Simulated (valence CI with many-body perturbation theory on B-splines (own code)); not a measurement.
Values are calculated unless marked as measured or tabulated.
Pd¹²⁺: configurations and terms from energies and g

Level of theory: relativistic CI+MBPT: six valence electrons over a frozen Dirac-Fock core [Ar] 3d10, radial functions for each j: 9 s, 9 p, 8 d, 6 f, 3 g, 1 h, with the one-electron correlation potential Σ1 (screened to all orders), the two-electron term Σ2, the three-electron term Σ3, Breit, model QED; selected single and double excitations, second order for the rest, scaled by the run's own slope (own B-spline code, finite nucleus).

No measured spectrum was set against this ion. As an estimate, levels hold to about 250 cm⁻¹ or 0.2 % of their energy and the worst to 1 %, as in measured heavy ions of charge 2 to 7; those with d or f electrons hold less well. Among the levels kept, up to 1400 cm⁻¹ of a level comes from second order outside the variational space, and about a tenth of that is noise between levels of different J, which matters for small intervals.

| No. | J | Parity | E (eV) | g |
| --- | --- | --- | --- | --- |
| 1 | 2 | even | 0.000 | 1.416 |
| 3 | 1 | even | 5.115 | 1.500 |
| 4 | 2 | even | 7.342 | 1.083 |
| 6 | 2 | odd | 39.702 | 1.500 |
| 7 | 1 | odd | 42.462 | 1.443 |
| 13 | 1 | odd | 55.227 | 1.461 |
| 14 | 4 | odd | 55.680 | 1.436 |
| 17 | 1 | odd | 59.581 | 0.583 |

Energies count from the lowest level. Strongly mixed levels and levels close to another of their J and parity, and those with J = 0 are left out, so the numbers can have gaps.

(1) Give configuration and LS term of each level.

Answers

(1) 1: 4s²4p⁴ ³P; 3: 4s²4p⁴ ³P; 4: 4s²4p⁴ ¹D; 6: 4s4p⁵ ³P°; 7: 4s4p⁵ ³P°; 13: 4s²4p³4d ⁵D°; 14: 4s²4p³4d ⁵D°; 17: 4s²4p³4d ³D°.
